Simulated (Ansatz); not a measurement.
Cost and result for the atomization energy of C2H6F2OSSi, SMILES `CO[Si](F)(F)SC` (13 atoms, 12 bonds).

Z-matrix (Å, degrees):
```
C
O 1 1.415
H 1 1.093 2 110.6
H 1 1.094 2 111.4 3 -121.5
H 1 1.090 2 107.8 3 119.1
Si 2 1.607 1 126.8 3 71.5
F 6 1.588 2 111.8 1 -59.5
F 6 1.579 2 106.9 1 -174.1
S 6 2.094 2 110.8 1 62.8
C 9 1.821 6 99.8 2 -169.4
H 10 1.089 9 110.8 6 -66.2
H 10 1.089 9 106.2 6 175.5
H 10 1.088 9 110.9 6 56.8
```

Total charge 0; spin multiplicity 1. All single points use the PBE0-D4/def2-TZVP geometry. It is one conformer, not always the lowest. Program: Ansatz. All runs use 2 threads of an AMD EPYC 7R13 on a shared host and a share of an NVIDIA H100 80 GB. Times are those of one run each, without the atoms' runs, and a repeat can differ threefold. Electronic energies, without spin–orbit coupling; frozen cores. CCSD(T)/CBS adds CCSD(T) − MP2 in def2-TZVPP to the MP2 limit, and its time is that of the two runs behind it. T1 = 0.011. B3LYP takes the VWN-RPA correlation (the form of Gaussian; ORCA's B3LYP/G).

CCSD(T)/CBS is a level of theory with its own doubt, some kJ/mol a heavy atom from the limit and from the frozen cores, so smaller differences don't rank the functionals.

| level | functions | wall time |
| --- | --- | --- |
| PBE-D4/def2-TZVPP (with forces) | 323 | 2.5 s |
| PBE0-D4/def2-TZVPP | 323 | 2.6 s |
| B2PLYP/def2-TZVPP | 323 | 3.3 s |
| B3LYP-D4/def2-TZVPP (with forces) | 323 | 3.4 s |
| ωB97X-V/def2-TZVPP | 323 | 4 s |
| r2SCAN-D4/def2-TZVPP (with forces) | 323 | 4.3 s |
| ωB97M-V/def2-TZVPP (with forces) | 323 | 4.3 s |
| MP2/def2-QZVPP | 605 | 4.7 s |
| CCSD(T)/def2-TZVPP | 323 | 6.5 s |
| CCSD(T)/CBS(def2) | – | 11 s |

(1) What atomization energy does each give, and how far from CCSD(T)/CBS? (Best estimate.)

Results:

(1) The calculation gave: 
```json
{"level": "PBE-D4/def2-TZVPP (with forces)", "atomization (kcal/mol)": "1266.6", "difference from CCSD(T)/CBS": "16.2", "per bond": "1.3"}
{"level": "PBE0-D4/def2-TZVPP", "atomization (kcal/mol)": "1242.5", "difference from CCSD(T)/CBS": "-7.9", "per bond": "-0.7"}
{"level": "B2PLYP/def2-TZVPP", "atomization (kcal/mol)": "1231.4", "difference from CCSD(T)/CBS": "-19.0", "per bond": "-1.6"}
{"level": "B3LYP-D4/def2-TZVPP (with forces)", "atomization (kcal/mol)": "1240.8", "difference from CCSD(T)/CBS": "-9.6", "per bond": "-0.8"}
{"level": "ωB97X-V/def2-TZVPP", "atomization (kcal/mol)": "1250.0", "difference from CCSD(T)/CBS": "-0.4", "per bond": "0.0"}
{"level": "r2SCAN-D4/def2-TZVPP (with forces)", "atomization (kcal/mol)": "1250.6", "difference from CCSD(T)/CBS": "0.2", "per bond": "0.0"}
{"level": "ωB97M-V/def2-TZVPP (with forces)", "atomization (kcal/mol)": "1250.9", "difference from CCSD(T)/CBS": "0.5", "per bond": "0.0"}
{"level": "MP2/def2-QZVPP", "atomization (kcal/mol)": "1267.7", "difference from CCSD(T)/CBS": "17.3", "per bond": "1.4"}
{"level": "CCSD(T)/def2-TZVPP", "atomization (kcal/mol)": "1214.6", "difference from CCSD(T)/CBS": "-35.8", "per bond": "-3.0"}
{"level": "CCSD(T)/CBS(def2)", "atomization (kcal/mol)": "1250.4", "difference from CCSD(T)/CBS": "0.0", "per bond": "0.0"}
```

From PBE to PBE0 (25 % exact exchange), in def2-TZVPP and without D4, the atomization energy moves by −22.9 kcal/mol: exact exchange takes away binding that semilocal exchange gives to molecules. In def2-TZVPP, CCSD(T) changes the Hartree–Fock value by +298.0 kcal/mol (the triples alone add +18.6 kcal/mol) and MP2 by +329.4 kcal/mol; breaking electron pairs costs correlation energy, which Hartree–Fock lacks. The D4 term adds +12.6 kcal/mol with B3LYP and +6.6 kcal/mol with PBE0; it sums over pairs of atoms, weighted by their polarisabilities, and B3LYP, whose exchange is more repulsive, gets the larger term.
